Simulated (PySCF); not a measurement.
Mo⁺ (molybdenum, charge +1) across methods

[Kr] 4d5, high-spin 6S determinant. All numbers are calculated (PySCF 2.14, scalar relativity through the core potential, in aug-cc-pVTZ-PP with ECP28MDF).

```
   method  E (hartree)  mean ε 4p α (eV)  mean ε 4p β (eV)  mean ε 4d α (eV)  Σ⟨r²⟩ (bohr²)   ⟨S²⟩
     PBE0     -67.6116           -49.666           -45.229           -12.745          34.48  8.751
   r2SCAN     -67.6465           -47.805           -43.599           -11.539          34.42  8.751
      UHF    -67.11561           -59.046           -50.299           -16.352          33.90  8.752
     BLYP     -67.5667           -46.197           -43.170           -11.103          35.08  8.750
BHandHLYP     -67.5300           -52.878           -47.269           -13.855          34.23  8.750
      LDA     -67.4366           -46.376           -43.290           -11.522          35.21  8.750
     TPSS     -67.5923           -46.618           -43.264           -11.256          34.81  8.750
      PBE     -67.6188           -46.336           -43.167           -11.382          34.94  8.750
```

(1) Estimate the same row for MN15.

Energies and moments cover only the electrons outside the core potential.

Results:

(1) E (hartree) = -67.4737; mean ε 4p α (eV) = -49.183; mean ε 4p β (eV) = -46.037; mean ε 4d α (eV) = -13.279; Σ⟨r²⟩ (bohr²) = 34.72; ⟨S²⟩ = 8.752.
